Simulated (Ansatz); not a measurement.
System: sum formula ReO2F2, charge 0, multiplicity 2. The spin state was set by rule; other spins were not relaxed. SMILES: [F][Re]([F])(=[O])=[O]
Geometry: optimised at B3LYP-D3(BJ)/def2-TZVP (Ansatz, a quantum-chemistry and plane-wave program).

Property: atomisation energy (electronic, to ground-state atoms), in eV. Valence correlation only, unless marked. Open shells are spin-unrestricted. Spin-orbit coupling is left out. Frozen are the shells of the preceding noble gas and the d and f shells that filled before the atom's block. Past Kr the def2 sets carry scalar-relativistic core potentials. The coupled-cluster limit lacks core correlation, which all-electron functionals hold. CBS(X,Y): correlation extrapolated as X^-3; Hartree-Fock from the larger set. The bracket is a focal-point correction in the basis named.

```
level                          program  atomisation energy (eV)
----------------------  --------------  -----------------------
BLYP-D3(BJ)/def2-TZVPD  Ansatz + dftd3                    23.74
PBE0/def2-SVP                   Ansatz                    21.38
```

Problem. Estimate the value at RI-MP2/CBS(def2-TZVPP,def2-QZVPP)+[CCSD(T)-MP2]/def2-TZVPP as computed with Ansatz.

Solution. 22.03 eV, so PBE0/def2-SVP differs from it by -0.65 eV.
